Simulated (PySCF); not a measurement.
**Working with the constants of BiH**

UHF-CCSD(T) constants of BiH, ³Σ⁻ (triplet), unpaired electrons π ↑↑ (basis Bi def2-TZVP with ECP60, H def2-TZVP; scalar-relativistic core potentials; PySCF 2.14; masses 208.9804 and 1.0078 u):

```
ωe           : 1790.0 cm⁻¹
ωexe         : 31.3 cm⁻¹
Be           : 5.2106 cm⁻¹
αe           : 0.142 cm⁻¹
De to Bi + H : 2.22 eV
```

**Question.** What force constant and bond length do these constants imply?

**Answer.** Reduced mass μred = 1.0030 u; k = 5.8918×10⁻⁷·μred·ωe² (u, cm⁻¹, mdyn/Å) = 1.89 mdyn/Å; Re = √(16.8576/(μred·Be)) (u, cm⁻¹, Å) = 1.796 Å.

**Question.** Estimate the centrifugal constant D from the Kratzer relation and find the Dunham coefficient a1.

**Answer.** D = 4Be³/ωe² = 0.000177 cm⁻¹; a1 = −1 − αeωe/(6Be²) = -2.56.

Correlated steps freeze 4 core orbitals. Spin–orbit coupling is left out, which matters for elements this heavy, above all for dissociation energies. The state was picked by a PBE0 search and need not be the measured ground state.
